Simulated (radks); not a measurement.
Isoelectronic series with 36 electrons, all held in the configuration [Kr], which need not be the ground one along the series. Method: scalar-relativistic Kohn-Sham, SCAN, spin-polarised, spherical densities, finite nucleus; meta-GGA in the generalised Kohn-Sham scheme; Fermi nuclear charge, rms radius of each element as measured or else 0.836 A^(1/3) + 0.57 fm; computed with a radial shooting solver on a logarithmic mesh with Libxc functionals. Total energies (hartree) and mean radii <r> (bohr):

ion,E (hartree),4p,4s,3d
Kr,-2790.96803,1.933,1.581,0.5557
Rb+,-2981.78583,1.707,1.460,0.5252
Sr2+,-3179.65028,1.544,1.357,0.4981
Zr4+,-3596.55028,1.313,1.192,0.4520
Nb5+,-3815.61691,1.227,1.126,0.4322
Mo6+,-4041.78938,1.152,1.067,0.4141
Tc7+,-4275.09669,1.088,1.014,0.3975
Ru8+,-4515.56099,1.031,0.9669,0.3822
Pd10+,-5018.09649,0.9351,0.8850,0.3551
Ag11+,-5280.23310,0.8940,0.8493,0.3430
Cd12+,-5549.66022,0.8567,0.8165,0.3317
In13+,-5826.42057,0.8226,0.7862,0.3211
Sn14+,-6110.54894,0.7912,0.7581,0.3112
